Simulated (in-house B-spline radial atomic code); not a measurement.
# Binding energies in Te+

NIST's tabulated ground configuration is [Kr] 4d10 5s2 5p3; each binding energy is the energy of the ion with one electron taken from that subshell, relaxed, less that of the parent. Level of theory: Dirac-Hartree-Fock, average of configuration, Fermi nucleus of rms radius 4.7423 fm; calculated with a radial B-spline atomic code at the basis-set limit. Energies include first-order Breit, QED and recoil terms.

```csv
subshell,X-ray name,binding energy (eV),-ε (eV),relaxation (eV)
1s,K,31831.8,32007.8,66.8
2s,L1,4965,5012.3,35.8
3s,M1,1029.1,1046.5,15.5
3d3/2,M4,601.9,619.4,17.0
3d5/2,M5,591.5,608.5,16.8
4s,N1,197.1,202.6,5.2
4d3/2,N4,59.22,63.19,3.98
4d5/2,N5,57.77,61.61,3.89
5s,O1,27.66,28.31,0.62
5p,"O2,3",17.19,17.61,0.42
```

Relaxation = -ε minus the binding energy without Breit, QED and recoil terms.

**Question.** What does it cost to remove both a 3d3/2 and a 5p electron?

**Answer.** 630.23 eV, which is 11.16 eV more than the two single binding energies together.

**Question.** What does it cost to remove both a 4d5/2 and a 5s electron?

**Answer.** 97.684 eV, which is 12.25 eV more than the two single binding energies together.
